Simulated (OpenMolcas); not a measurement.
# Ionisation energies of molybdenum

```
Program             : OpenMolcas 26.06
Basis               : ANO-RCC-VDZP [6s5p3d1f]
Scalar Hamiltonian  : DKH2, point nucleus
Spin-orbit coupling : state interaction with AMFI integrals over the reference wave functions, term energies averaged over their components
```

Active shells in each charge state: the valence d shell, with orbitals averaged over the low states. Where CASPT2's correlated closed shells are named, they are those of the first ion.

A. CASSCF
B. SS-CASPT2, IPEA 0.25 Eh, imaginary shift 0.1 Eh (closed shells correlated: 4s 4p)
C. SS-CASPT2, IPEA 0 Eh, imaginary shift 0.1 Eh (closed shells correlated: 4s 4p)
D. SS-CASPT2, IPEA 0.25 Eh, imaginary shift 0.1 Eh (closed shells correlated: 3d 4s 4p)
E. SS-CASPT2, IPEA 0.25 Eh, imaginary shift 0.1 Eh (closed shells correlated: none)

Energies in eV between the lowest computed levels, named as in B; reference values from the NIST Atomic Spectra Database with their kind.

```json
{"From": "Mo2+ 4d4 5D0", "To": "Mo3+ 4d3 4F 3/2", "A": "26.113", "B": "26.891", "C": "26.972", "D": "26.885", "E": "26.621", "Spin-orbit share in B": "-0.074", "Reference": "27.130 (semi-empirical)"}
{"From": "Mo3+ 4d3 4F 3/2", "To": "Mo4+ 4d2 3F2", "A": "39.080", "B": "39.690", "C": "39.769", "D": "39.678", "E": "39.382", "Spin-orbit share in B": "-0.049", "Reference": "40.330 (semi-empirical)"}
{"From": "Mo4+ 4d2 3F2", "To": "Mo5+ 4d 2D 3/2", "A": "53.477", "B": "53.995", "C": "54.077", "D": "53.977", "E": "53.580", "Spin-orbit share in B": "+0.068", "Reference": "54.417 (semi-empirical)"}
{"From": "Mo5+ 4d 2D 3/2", "To": "Mo6+ 4p6 1S0", "A": "67.914", "B": "68.395", "C": "68.458", "D": "68.372", "E": "67.914", "Spin-orbit share in B": "+0.190", "Reference": "68.827 (measured)"}
```

Error against the reference values, in %:

```json
{"From": "Mo2+", "Reference": "semi-empirical", "A": "-3.7", "B": "-0.9", "C": "-0.6", "D": "-0.9", "E": "-1.9"}
{"From": "Mo3+", "Reference": "semi-empirical", "A": "-3.1", "B": "-1.6", "C": "-1.4", "D": "-1.6", "E": "-2.4"}
{"From": "Mo4+", "Reference": "semi-empirical", "A": "-1.7", "B": "-0.8", "C": "-0.6", "D": "-0.8", "E": "-1.5"}
{"From": "Mo5+", "Reference": "measured", "A": "-1.3", "B": "-0.6", "C": "-0.5", "D": "-0.7", "E": "-1.3"}
```

Absolute error against the one measured value: A 0.91 eV, B 0.43 eV, C 0.37 eV, D 0.46 eV, E 0.91 eV. C lies closest.

The lowest level within the active space need not be the ion's true ground level.
